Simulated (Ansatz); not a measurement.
Relaxation of CH8BFSSi3 (15 atoms, charge 0, multiplicity 1), to a largest force component of 0.02 eV/Å in at most 50 steps.

Level of theory: UHF/STO-3G in Ansatz 0.2.0.

```xyz
15
Properties=species:S:1:pos:R:3
C -0.582 -0.615 2.506
Si -0.725 -1.588 0.929
B -0.156 -0.508 -0.580
S 0.159 -0.844 -2.470
Si 0.843 1.092 -2.839
Si 0.535 1.358 -0.714
F 2.021 1.537 0.115
H 0.455 -0.229 2.657
H -1.278 0.339 2.436
H -0.970 -1.182 3.376
H 0.136 -2.765 1.081
H -2.090 -2.005 0.718
H -0.129 1.935 -3.649
H 2.236 1.094 -3.181
H -0.478 2.332 -0.354
```

**Question.** Where does it end, and by what steps?

**Answer.** The run converged. Limits of this set-up: minimal basis. After 8 steps the energy has fallen by 1.575 eV; F7 moved furthest, 0.53 Å.

```json
{"step": "0", "energy less start (eV)": "0.0000", "largest force component (eV/Å)": "4.577", "accepted": "yes"}
{"step": "1", "energy less start (eV)": "-1.1537", "largest force component (eV/Å)": "2.715", "accepted": "yes"}
{"step": "2", "energy less start (eV)": "-1.4794", "largest force component (eV/Å)": "1.114", "accepted": "yes"}
{"step": "3", "energy less start (eV)": "-1.5283", "largest force component (eV/Å)": "0.408", "accepted": "yes"}
{"step": "4", "energy less start (eV)": "-1.5520", "largest force component (eV/Å)": "0.282", "accepted": "yes"}
{"step": "5", "energy less start (eV)": "-1.5703", "largest force component (eV/Å)": "0.147", "accepted": "yes"}
{"step": "6", "energy less start (eV)": "-1.5738", "largest force component (eV/Å)": "0.138", "accepted": "yes"}
{"step": "7", "energy less start (eV)": "-1.5750", "largest force component (eV/Å)": "0.064", "accepted": "yes"}
{"step": "8", "energy less start (eV)": "-1.5754", "largest force component (eV/Å)": "0.018", "accepted": "yes"}
```

```xyz
15
Properties=species:S:1:pos:R:3
C -0.544 -0.714 2.545
Si -0.722 -1.517 0.868
B -0.081 -0.367 -0.591
S 0.059 -0.880 -2.259
Si 0.860 1.037 -2.813
Si 0.496 1.533 -0.648
F 1.787 1.995 0.235
H 0.490 -0.484 2.768
H -1.101 0.213 2.602
H -0.909 -1.360 3.334
H -0.013 -2.753 0.892
H -2.100 -1.829 0.673
H 0.089 1.659 -3.840
H 2.194 0.909 -3.301
H -0.528 2.506 -0.437
```

Whether the end is a true minimum wasn't checked by a vibrational analysis.

The run took 41 s on 1 thread of Arm Neoverse V1, with other jobs on the host, peak memory 0.19 GiB.
